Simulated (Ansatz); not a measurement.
One change: `[CH3][In]([OH])[Br]` becomes `[CH3][In]([OH])[GaH2]`.

Ansatz, PBE0-D4/def2-TZVP geometries, multiplicity 1. Each molecule was computed in one conformer, which needn't be the lowest.

Elements past krypton have def2 core potentials. Scalar relativity is left out up to krypton.

```
                                          property  `[CH3][In]([OH])[Br]`
              HOMO–LUMO gap (PBE0/def2-TZVPP) / eV                   6.66
               HOMO energy (B3LYP/def2-TZVPP) / eV                  -7.73
size of the dipole moment (ωB97M-V/def2-TZVPP) / D                   2.32
             LUMO energy (ωB97M-V/def2-TZVPP) / eV                   0.35
           HOMO–LUMO gap (ωB97M-V/def2-TZVPP) / eV                  10.57
                HOMO energy (PBE0/def2-TZVPP) / eV                  -8.00
```

Task: Give the same properties after the change, and the shifts. (Estimate.)

Result: The calculation gave: 
```json
{"property": "HOMO–LUMO gap (PBE0/def2-TZVPP) / eV", "`[CH3][In]([OH])[GaH2]`": "4.49", "shift": "-2.17"}
{"property": "HOMO energy (B3LYP/def2-TZVPP) / eV", "`[CH3][In]([OH])[GaH2]`": "-6.60", "shift": "1.13"}
{"property": "size of the dipole moment (ωB97M-V/def2-TZVPP) / D", "`[CH3][In]([OH])[GaH2]`": "1.96", "shift": "-0.36"}
{"property": "LUMO energy (ωB97M-V/def2-TZVPP) / eV", "`[CH3][In]([OH])[GaH2]`": "-0.69", "shift": "-1.04"}
{"property": "HOMO–LUMO gap (ωB97M-V/def2-TZVPP) / eV", "`[CH3][In]([OH])[GaH2]`": "8.10", "shift": "-2.47"}
{"property": "HOMO energy (PBE0/def2-TZVPP) / eV", "`[CH3][In]([OH])[GaH2]`": "-6.80", "shift": "1.20"}
```

With PBE0 the HOMO rises by 1.20 eV and the LUMO falls by 0.97 eV, so the gap narrows by about 2.17 eV. PBE moves the HOMO by 0.94 eV and ωB97M-V by 1.44 eV. Dipoles are sizes alone; their direction can turn.

B3LYP here is the variant with VWN-RPA as its local correlation; programs differ in this.

Spin–orbit coupling is left out; it splits and shifts lone-pair levels of the heavy atoms by tenths of an eV.
